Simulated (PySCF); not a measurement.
CH₄OZn, SMILES [CH3][Zn][OH]. Atoms are numbered in the order given.

```xyz
7

Zn     0.0043    -0.0316     0.0257
C     -0.2056     1.6700    -0.8149
H     -0.9273     2.2831    -0.2714
H     -0.5655     1.5458    -1.8387
H      0.7450     2.2061    -0.8478
O      0.2035    -1.6701     0.6799
H      0.2225    -1.7447     1.6383
```

Geometry: r2SCAN-D4/def2-TZVP. A frequency run showed that this geometry is not a minimum. The isomer is the one that the SMILES or the coordinates give; other isomers of the formula were not compared. One conformer was computed; it need not be the lowest.

The numbers are results of ωB97X/def2-TZVPD run with PySCF, not measurements.

Mulliken values depend strongly on the basis, most of all with diffuse functions as here. Atomic charges (e):

| atom | IAO | Mulliken |
|---|---|---|
| Zn1 | 1.30 | 0.40 |
| C2 | [?] | -0.50 |
| H3 | [?] | 0.14 |
| H4 | [?] | 0.13 |
| H5 | [?] | 0.14 |
| O6 | -1.11 | -0.59 |
| H7 | [?] | 0.28 |

Some entries are withheld; supply them. (An estimate is asked for; the answer gives what the named calculation found.)


- C2, IAO: -0.98
- H3, IAO: 0.15
- H4, IAO: 0.15
- H5, IAO: 0.15
- H7, IAO: 0.35
